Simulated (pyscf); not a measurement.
H₃C–CH₂–Ga(Cl)–Cl, singlet

Gas-phase minimum from PySCF at ωB97X-D3(BJ)/def2-SVP, one conformer. 

```xyz
10

C     -1.7799    -0.2442     0.6413
C     -0.4101     0.1522     1.1992
Ga     1.0683    -0.8537     0.4275
Cl     0.7453    -2.3586    -1.0624
Cl     3.1220    -0.5798     0.9627
H     -2.0004    -1.3075     0.8244
H     -1.8351    -0.0887    -0.4475
H     -2.5854     0.3483     1.1045
H     -0.3595     0.0098     2.2923
H     -0.1953     1.2210     1.0282
```
Charge 0, spin multiplicity 1.

Bond lengths (Å): C1–C2 1.531, C1–H6 1.101, C1–H7 1.101, C1–H8 1.102, C2–Ga3 1.948, C2–H9 1.103, C2–H10 1.103, Ga3–Cl4 2.142, Ga3–Cl5 2.140. Bond angles (°): C2–C1–H6 111.6, C2–C1–H7 111.6, C2–C1–H8 111.2, H6–C1–H7 106.9, H6–C1–H8 107.6, H7–C1–H8 107.6, C1–C2–Ga3 113.6, C1–C2–H9 111.6, C1–C2–H10 111.6, Ga3–C2–H9 106.9, Ga3–C2–H10 106.9, H9–C2–H10 105.6, C2–Ga3–Cl4 121.6, C2–Ga3–Cl5 124.3 (the first ones only).

Properties at ωB97X-D3(BJ)/def2-SVP:

```
Property                                                                                                                                                                                                                                              Result
---------------------------------------------------------------------------------------------------------------------  -------------------------------------------------------------------------------------------------------------------------------------
Harmonic wavenumbers, unscaled                                                                                         20, 84, 121, 133, 225, 269, 408, 456, 589, 641, 952, 976, 1068, 1247, 1251, 1414, 1442, 1480, 1488, 3066, 3081, 3133, 3154, 3164 cm⁻¹
Zero-point energy                                                                                                                                                                                                                              42.7 kcal/mol
Rotational symmetry number                                                                                                                                                                                                                                 1
Entropy of this conformer at 298 K and 1 atm, rigid rotor and harmonic oscillator, modes under 100 cm⁻¹ raised to 100                                                                                                                        374.4 J/(mol K)
Dipole moment                                                                                                                                                                                                                                         2.90 D
```

Single-point totals, which compare only within one level:

| level | total energy (hartree) |
|---|---|
| ωB97X-D3(BJ)/def2-TZVP | -2924.68260 |
| PBE/def2-TZVP | -2923.87170 |
| r²SCAN/def2-TZVP | -2924.53592 |
| B3LYP-D3(BJ)/def2-TZVP | -2924.75405 |
| PBE0-D3(BJ)/def2-TZVP | -2924.01024 |
| M06-2X/def2-TZVP | -2924.58501 |
| ωB97M-D3(BJ)/def2-TZVP | -2924.80464 |

The lowest mode is so soft that the shape along it may change with the basis. Soft torsions are taken as harmonic, which can shift the entropy by several J/(mol K). Elements up to Kr have no core potential and no relativistic terms here.
